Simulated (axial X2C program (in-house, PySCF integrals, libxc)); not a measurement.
**Worked dissociation energy of CrAs: PBE0, scalar-relativistic**

Computed with an in-house relativistic program for diatomic molecules. Spin-free means the one-electron spin-free X2C Hamiltonian. Basis: As dyall-v3z [9s9p6d1f], Cr dyall-v3z [9s10p6d3f2g] (cores contracted in-house); Gaussian nuclei, density fitting, unrestricted open shells. Masses: As 74.922 u, Cr 51.941 u.

Molecular state: M_S = 7/2, Λ = 0 (beyond evenly filled blocks: σα, 2 × π+α, 2 × π-α, δ+α, δ-α).

| Property | Result |
| --- | --- |
| E(As) (2M_S = 3, M_L = 0) | -2260.515142 hartree |
| E(Cr) (2M_S = 6, M_L = 0) | -1050.597604 hartree |
| E(CrAs) at Re | -3311.154235 hartree |
| ωe | 240.7 cm⁻¹ |
| ωexe | 0.793 cm⁻¹ |

Question: Work out De and D0.

Answer: De = -2260.515142 + (-1050.597604) − (-3311.154235) = 0.04149 hartree = 1.129 eV. The zero-point energy is ωe/2 − ωexe/4 = 120 cm⁻¹ = 0.015 eV, so D0 = 1.114 eV.

One determinant describes the state; a PBE0 search over occupations chose it and may have missed a lower one. De is counted from the lowest determinant-based energies of the atoms at the same level, without counterpoise correction. PBE0 can misorder states that lie within some tenths of an eV, so this need not be the ground state of the molecule. The nearest other spin-free determinant of the search, M_S = 5/2, Λ = 0, lies 0.28 eV up at the distance of the search. With spin–orbit coupling the lowest determinant has another configuration, so this spin-free state is a model.

Each atomic determinant is the lowest at this level and need not be a pure term. Totals compare only within one Hamiltonian and basis.
